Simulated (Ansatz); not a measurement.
Relaxation of Cl2GaH (4 atoms, charge 0, multiplicity 1), to a largest force component of 0.03 eV/Å in at most 50 steps.

All numbers below come from RKS B3LYP/def2-SVP in Ansatz 0.2.0.

```xyz
4
Properties=species:S:1:pos:R:3
Ga -0.977 0.000 0.454
H 1.590 0.000 1.502
Cl 2.463 0.000 0.494
Cl -1.699 0.000 -1.654
```

Q: Where does it end, and by what steps?

A: The run converged. After 12 steps the energy has fallen by 0.077 eV; H2 moved furthest, 0.59 Å.

```csv
step,energy less start (eV),largest force component (eV/Å),accepted
0,0.0000,0.823,yes
1,-0.0346,0.651,yes
2,-0.0339,1.126,no
3,-0.0447,0.514,yes
4,-0.0603,0.082,yes
5,-0.0629,0.040,yes
6,-0.0501,1.108,no
7,-0.0694,0.242,yes
8,-0.0697,0.482,yes
9,-0.0761,0.035,yes
10,-0.0736,0.094,no
11,-0.0771,0.035,yes
12,-0.0772,0.020,yes
```

```xyz
4
Properties=species:S:1:pos:R:3
Ga -1.312 0.000 0.452
H 2.148 0.000 1.703
Cl 2.117 0.000 0.413
Cl -1.576 0.000 -1.773
```

Whether the end is a true minimum wasn't checked by a vibrational analysis.

Time of the run: 37 s on 1 thread of Arm Neoverse V1, with other jobs on the host, peak memory 0.14 GiB.
